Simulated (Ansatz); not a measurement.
Reaction (formal loss of a carbene): `F[CH2][GeH]([F])[SiH3]` → `[CH]F` + `[F][GeH2][SiH3]`

Calculated with Ansatz (gas phase, PBE0-D4/def2-TZVP geometries, no zero-point term in ΔE). CCSD(T)/CBS adds triple-zeta CCSD(T) − MP2 to the extrapolated MP2 energy (def2 sets, frozen cores). This one scheme is used for every species. DFT in def2-TZVPP. B3LYP here is the variant with VWN-RPA as its local correlation; programs differ in this. For Ge outer-core shells are correlated without core-valence functions, which leaves a few kJ/mol of doubt a bond. Scalar relativity is left out up to krypton. One conformer a species, not always the lowest.

Task: Is it downhill or uphill in electronic energy at CCSD(T)/CBS, and by how much? (An estimate is asked.)

Result: The calculation gave: Uphill: ΔE = +375.6 kJ/mol.

Task: What do these levels give: B3LYP-D4, ωB97X-V, B2PLYP, MP2/def2-TZVPP, SCS-MP2/def2-TZVPP, SCS-MP2/def2-QZVPP? (An estimate is asked.)

Result: Ansatz gave: B3LYP-D4 375.4, ωB97X-V 379.3, B2PLYP 373.6, MP2/def2-TZVPP 397.6, SCS-MP2/def2-TZVPP 378.9, SCS-MP2/def2-QZVPP 381.5 kJ/mol.

Largest T1 diagnostic among the species: 0.018.

In def2-TZVPP, CCSD(T) changes the Hartree–Fock value by +45.3 kJ/mol (the triples alone add +3.1 kJ/mol) and MP2 by +73.4 kJ/mol. The D4 term adds +11.1 kJ/mol with B3LYP and +6.1 kJ/mol with PBE0; it sums over pairs of atoms, weighted by their polarisabilities, and B3LYP, whose exchange is more repulsive, gets the larger term.
